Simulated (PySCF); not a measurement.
Computed shifts of a molecule C₅H₆O₂, HF/pcSseg-1 in PySCF, GIAO, gas phase, atoms alike by connectivity averaged where their shifts nearly agree, in ppm (number of nuclei): ¹³C: 230.9 (1), 183.1 (1), 91.5 (1), 82.9 (1), 33.6 (1). ¹H: 6.50 (1), 6.17 (1), 5.39 (2), 3.31 (1), 3.17 (1). References: ¹³C against TMS (σ = 192.6 ppm); ¹⁷O against H2O (σ = 333.0 ppm); ¹H against TMS (σ = 31.99 ppm), references at their B3LYP-D3(BJ)/def2-TZVP geometries, non-relativistic. Geometry: TPSSh-D3(BJ)/def2-SVP. The values are those of a single conformer.

**Question.** Which molecule gave these data?
A. C=C1CC(=O)CO1
B. CC1=CC(=O)CO1
C. C=C=CCC(=O)O
D. O=C[C@@H]1CCC1=O

**Answer.** C, C=C=CCC(=O)O
